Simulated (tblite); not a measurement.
C₇H₁₁BO₂.
Atom-mapped SMILES: `[CH3:1][B:2]([CH3:3])[c:4]1[cH:5][c:6]([OH:7])[c:8]([CH3:9])[o:10]1` (hydrogens: H11, H12, H13 on C1; H14, H15, H16 on C3; H17 on C5; H18 on O7; H19, H20, H21 on C9)

Computed with GFN2-xTB (tblite), gas phase: L-BFGS steps from a force-field or distance-geometry start until the largest atomic force falls under 0.01 eV/Å.

Step 12: E = -815.0683 eV
```
atom  x, y, z in Å  |  force x, y, z in eV/Å
C1     -2.3212   -1.2554    1.1019   -0.011   0.000   0.001
B2     -1.7756   -0.1037    0.1714    0.107   0.014  -0.003
C3     -2.7676    0.8905   -0.5563   -0.009  -0.003   0.006
C4     -0.2661    0.0853   -0.0527    0.047  -0.001   0.001
C5      0.4043    1.0229   -0.8225    0.003   0.003  -0.011
C6      1.7789    0.7654   -0.6920   -0.021   0.039  -0.022
O7      2.8409    1.4115   -1.2539   -0.062   0.020  -0.014
C8      1.8927   -0.3166    0.1524   -0.010   0.011  -0.009
C9      3.1281   -0.9961    0.6257   -0.049  -0.006   0.014
O10     0.6716   -0.7195    0.5317    0.024  -0.035   0.023
H11    -2.0041   -2.2356    0.7509    0.054  -0.003  -0.009
H12    -3.4056   -1.2677    1.1643   -0.042  -0.024   0.023
H13    -1.9374   -1.1652    2.1166    0.052   0.008  -0.007
H14    -3.8104    0.6781   -0.3387   -0.032   0.025  -0.013
H15    -2.5774    1.9233   -0.2672    0.008  -0.019  -0.015
H16    -2.6458    0.8492   -1.6375    0.012   0.013   0.005
H17    -0.0539    1.7967   -1.4063    0.018   0.010  -0.010
H18     2.5103    2.1293   -1.8038   -0.010   0.018  -0.013
H19     3.7634   -0.2855    1.1561   -0.043  -0.048   0.000
H20     3.6972   -1.3714   -0.2256   -0.044  -0.010   0.047
H21     2.8687   -1.8185    1.2852    0.008  -0.011   0.005
```

Step 13: E = -815.0695 eV
```
atom  x, y, z in Å  |  force x, y, z in eV/Å
C1     -2.3163   -1.2563    1.1024   -0.033  -0.012   0.014
B2     -1.7753   -0.1031    0.1706    0.091  -0.005   0.014
C3     -2.7666    0.8914   -0.5573   -0.021   0.005   0.003
C4     -0.2670    0.0857   -0.0528    0.045   0.012  -0.009
C5      0.4034    1.0227   -0.8225    0.021   0.020  -0.024
C6      1.7774    0.7664   -0.6924   -0.004   0.009  -0.004
O7      2.8368    1.4142   -1.2557   -0.051   0.029  -0.021
C8      1.8912   -0.3156    0.1518    0.010   0.006  -0.003
C9      3.1244   -0.9971    0.6265   -0.005  -0.026   0.031
O10     0.6705   -0.7184    0.5315    0.030  -0.045   0.027
H11    -1.9993   -2.2371    0.7518    0.058   0.014  -0.013
H12    -3.4006   -1.2709    1.1666   -0.046  -0.022   0.020
H13    -1.9327   -1.1668    2.1177    0.055   0.015  -0.026
H14    -3.8102    0.6813   -0.3414   -0.031   0.017  -0.005
H15    -2.5758    1.9243   -0.2684    0.011  -0.023  -0.013
H16    -2.6449    0.8509   -1.6385    0.018   0.009   0.004
H17    -0.0475    1.7980   -1.4082   -0.030   0.029  -0.022
H18     2.5018    2.1309   -1.8044    0.001   0.020  -0.015
H19     3.7630   -0.2899    1.1581   -0.064  -0.042   0.001
H20     3.6970   -1.3745   -0.2220   -0.066  -0.009   0.042
H21     2.8618   -1.8192    1.2860    0.010  -0.001  -0.004
```

Step 14: E = -815.0707 eV
```
atom  x, y, z in Å  |  force x, y, z in eV/Å
C1     -2.3118   -1.2574    1.1030   -0.039  -0.017   0.017
B2     -1.7737   -0.1024    0.1701    0.031  -0.022   0.028
C3     -2.7658    0.8923   -0.5581   -0.019   0.003   0.002
C4     -0.2670    0.0861   -0.0528    0.030   0.022  -0.017
C5      0.4027    1.0230   -0.8229    0.026   0.021  -0.021
C6      1.7757    0.7674   -0.6927    0.019  -0.004   0.001
O7      2.8318    1.4176   -1.2579   -0.018   0.028  -0.022
C8      1.8899   -0.3146    0.1511    0.036  -0.014   0.014
C9      3.1203   -0.9986    0.6278    0.026  -0.036   0.037
O10     0.6699   -0.7179    0.5316    0.026  -0.029   0.013
H11    -1.9932   -2.2383    0.7525    0.052   0.033  -0.013
H12    -3.3964   -1.2746    1.1695   -0.032  -0.019   0.016
H13    -1.9268   -1.1680    2.1184    0.051   0.021  -0.041
H14    -3.8107    0.6848   -0.3442   -0.018   0.008   0.002
H15    -2.5739    1.9251   -0.2698    0.012  -0.022  -0.007
H16    -2.6436    0.8527   -1.6394    0.021   0.002   0.005
H17    -0.0414    1.7997   -1.4105   -0.070   0.038  -0.027
H18     2.4932    2.1332   -1.8056    0.002   0.026  -0.019
H19     3.7616   -0.2950    1.1603   -0.066  -0.022   0.013
H20     3.6956   -1.3778   -0.2177   -0.072  -0.014   0.021
H21     2.8550   -1.8201    1.2868    0.003  -0.003  -0.002
```

Step 15: E = -815.0719 eV
```
atom  x, y, z in Å  |  force x, y, z in eV/Å
C1     -2.3085   -1.2586    1.1038   -0.028  -0.011   0.010
B2     -1.7718   -0.1022    0.1702   -0.036  -0.025   0.028
C3     -2.7654    0.8929   -0.5588   -0.008  -0.006   0.003
C4     -0.2662    0.0866   -0.0531    0.003   0.019  -0.015
C5      0.4025    1.0236   -0.8237    0.019   0.021  -0.017
C6      1.7746    0.7683   -0.6930    0.035  -0.019   0.007
O7      2.8270    1.4210   -1.2603    0.023   0.027  -0.023
C8      1.8893   -0.3139    0.1509    0.040  -0.011   0.013
C9      3.1167   -1.0005    0.6295    0.036  -0.038   0.033
O10     0.6699   -0.7178    0.5318    0.016   0.002  -0.011
H11    -1.9868   -2.2388    0.7528    0.039   0.043  -0.013
H12    -3.3934   -1.2783    1.1723   -0.010  -0.018   0.014
H13    -1.9206   -1.1687    2.1183    0.040   0.023  -0.045
H14    -3.8115    0.6881   -0.3467    0.000  -0.001   0.007
H15    -2.5720    1.9254   -0.2712    0.013  -0.015   0.002
H16    -2.6421    0.8543   -1.6401    0.022  -0.006   0.007
H17    -0.0373    1.8019   -1.4129   -0.087   0.025  -0.016
H18     2.4856    2.1359   -1.8071    0.000   0.025  -0.019
H19     3.7590   -0.3000    1.1627   -0.049   0.004   0.032
H20     3.6930   -1.3812   -0.2135   -0.059  -0.025  -0.008
H21     2.8490   -1.8211    1.2877   -0.009  -0.016   0.010
```

Task: Estimate the geometry and energy of step 16. (The exact step hangs on the optimiser's Hessian estimate; all steps are aligned on step 15, rigid shifts and turns removed.)

Result: E = -815.0729 eV, largest force 0.083 eV/Å
```
atom  x, y, z in Å  |  force x, y, z in eV/Å
C1     -2.3060   -1.2598    1.1046   -0.008   0.001  -0.003
B2     -1.7706   -0.1023    0.1706   -0.079  -0.015   0.015
C3     -2.7651    0.8931   -0.5593    0.005  -0.014   0.005
C4     -0.2654    0.0874   -0.0535   -0.021   0.015  -0.013
C5      0.4025    1.0246   -0.8248    0.008   0.011  -0.005
C6      1.7743    0.7688   -0.6932    0.039  -0.010  -0.002
O7      2.8230    1.4248   -1.2629    0.054   0.020  -0.018
C8      1.8895   -0.3135    0.1508    0.031  -0.005   0.007
C9      3.1140   -1.0030    0.6317    0.023  -0.027   0.020
O10     0.6703   -0.7177    0.5318    0.000   0.035  -0.032
H11    -1.9801   -2.2384    0.7528    0.024   0.041  -0.013
H12    -3.3911   -1.2821    1.1752    0.010  -0.020   0.013
H13    -1.9140   -1.1688    2.1173    0.027   0.023  -0.036
H14    -3.8124    0.6911   -0.3488    0.014  -0.008   0.010
H15    -2.5701    1.9254   -0.2723    0.012  -0.008   0.011
H16    -2.6402    0.8557   -1.6405    0.019  -0.015   0.010
H17    -0.0352    1.8043   -1.4154   -0.083  -0.002   0.006
H18     2.4788    2.1390   -1.8090   -0.004   0.020  -0.015
H19     3.7557   -0.3043    1.1655   -0.021   0.026   0.050
H20     3.6895   -1.3849   -0.2099   -0.033  -0.037  -0.034
H21     2.8436   -1.8226    1.2888   -0.020  -0.032   0.025
```

The energy changes by -0.0011 eV. The first-order estimate −F·Δx gives -0.0014 eV and the mean of the old and new forces, exact on a quadratic surface, -0.0011 eV. The step makes an angle of 69° with the force vector and moves no atom by more than 0.008 Å.

The cost below is that of the whole relaxation. The run took 0.65 s wall on one thread, Arm Neoverse N1 (aarch64), shared host with 64 logical CPUs at a one-minute load of 47.
